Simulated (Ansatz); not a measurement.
Two isomers of C3H6FNSi: A = `F[SiH2]C1C=NC1`, B = `N=CC1(F)C[SiH2]1`.

Calculated with Ansatz (gas phase, PBE0-D4/def2-TZVP geometries, no zero-point term in ΔE). CCSD(T)/CBS is the MP2 limit (def2-TZVPP, def2-QZVPP) plus CCSD(T) − MP2 in def2-TZVPP, frozen cores. Functionals use def2-TZVPP. B3LYP here is the variant with VWN-RPA as its local correlation; programs differ in this. One conformer a species, not always the lowest.

A:

```xyz
12

F     1.546    0.327    2.299
Si    0.192   -0.151    1.588
C     0.453   -0.278   -0.252
C     0.518    0.999   -1.030
N    -0.585    0.929   -1.676
C    -0.868   -0.391   -1.074
H    -0.860    0.854    1.876
H    -0.176   -1.473    2.152
H     1.223   -1.019   -0.486
H     1.245    1.809   -1.071
H    -0.878   -1.197   -1.811
H    -1.809   -0.410   -0.514
```

B:

```xyz
12

N     0.1685   -2.5406    0.3448
C    -0.0522   -1.4273   -0.2104
C     0.1910   -0.0927    0.3567
F     0.8246   -0.1403    1.5725
C     0.7115    0.9988   -0.5855
Si   -1.0091    1.3206    0.0074
H     0.5622   -2.3971    1.2767
H    -0.4764   -1.4219   -1.2202
H     0.9444    0.6928   -1.6004
H     1.4874    1.6101   -0.1337
H    -2.1647    1.0684   -0.8759
H    -1.1873    2.3292    1.0680
```

(1) Which isomer does CCSD(T)/CBS put lower? Give the gap. (Best estimate.)

(2) Give E(B) − E(A) in kcal/mol with CCSD/def2-TZVPP, ωB97M-V, B3LYP, PBE0-D4, MP2/def2-TZVPP, B2PLYP, r2SCAN-D4. (Best estimate.)

Largest T1 diagnostic: 0.013.

## Answers

(1) Ansatz gave: A, by 52.3 kcal/mol.

(2) Computed: CCSD/def2-TZVPP 52.8, ωB97M-V 49.4, B3LYP 47.6, PBE0-D4 47.2, MP2/def2-TZVPP 54.3, B2PLYP 50.2, r2SCAN-D4 45.7. None reverses the order clearly.

From PBE to PBE0 (25 % exact exchange), in def2-TZVPP and without D4, E(B) − E(A) moves by +3.4 kcal/mol. In def2-TZVPP, CCSD(T) changes the Hartree–Fock value by −3.9 kcal/mol (the triples alone add −0.9 kcal/mol) and MP2 by −1.5 kcal/mol.
